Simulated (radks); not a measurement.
These are the eigenvalues of the occupied orbitals of an atom or ion with whole-number occupations (eV). Calculated with a radial shooting solver on a logarithmic mesh with Libxc functionals: Dirac Kohn-Sham, HCTH/407, spin-unpolarised, spherical densities, finite nucleus; Fermi nuclear charge, rms radius of each element as measured or else 0.836 A^(1/3) + 0.57 fm.

1s1/2: -59212.14
2s1/2: -10012.71
2p1/2: -9549.828
2p3/2: -8569.633
3s1/2: -2268.476
3p1/2: -2063.987
3p3/2: -1856.761
3d3/2: -1506.887
3d5/2: -1461.485
4s1/2: -465.3518
4p1/2: -382.9308
4p3/2: -336.1913
4d3/2: -200.2369
4d5/2: -191.7166
5p1/2: -52.0200
5p3/2: -45.7548
4f5/2: -26.7911
4f7/2: -25.5394
5d3/2: -17.0821

Which element is it, and in what charge state? The configuration may be excited. Open shells, if any, fill j = l - 1/2 first.

Answer. Z = 69, thulium, charge +2: Tm2+ in [Kr] 4d10 4f13 5p6 5d2. The list shows which subshells hold electrons but not how many an open one holds; the 1s level, -2176 hartree, gives Z - s = 66.0 by -(Z - s)^2/2, which with screening and relativity narrows Z to a few neighbours, and the depths of the outer levels then fix element, charge and occupations together.
